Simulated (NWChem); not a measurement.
BN$_{2}$H$_{4}$Cl; SMILES NB(N)Cl

```xyz
8

B      0.0000     0.0000     0.4472
Cl     0.0000     0.0000    -1.3584
N      0.0000    -1.2544     1.1039
H      0.0000    -1.3655     2.1161
H      0.0000    -2.1293     0.5851
N      0.0000     1.2544     1.1039
H      0.0000     1.3655     2.1161
H      0.0000     2.1293     0.5851
```
Atoms are numbered in this order, from 1.

All runs: NWChem. Pople sets run with spherical d functions. The geometry was optimised at PBE-D3(BJ)/def2-SVP. B3LYP is NWChem's, with the RPA form of VWN correlation. Vertical excitations in the gas phase; the lowest state need not have the same character in each row.

```csv
level,"lowest excitation, singlet (eV)",oscillator strength of that lowest state,"lowest state with f > 0.02, singlet (eV)",lowest triplet (eV),orbital gap (eV)
"PBE/6-31+G*, TDA",5.20,0.000,5.94,5.03,5.16
"B3LYP/6-31+G*, TDA",5.66,0.000,6.42,5.47,6.66
"LDA (Slater exchange, VWN5)/6-31+G*, TDA",?,0.000,?,?,?
"PBE0/6-31+G*, TDA",5.93,0.000,6.70,5.71,7.19
```

Complete the blanks.


- LDA (Slater exchange, VWN5)/6-31+G*, TDA, lowest excitation, singlet (eV): 5.33
- LDA (Slater exchange, VWN5)/6-31+G*, TDA, lowest state with f > 0.02, singlet (eV): 6.09
- LDA (Slater exchange, VWN5)/6-31+G*, TDA, lowest triplet (eV): 5.19
- LDA (Slater exchange, VWN5)/6-31+G*, TDA, orbital gap (eV): 5.29
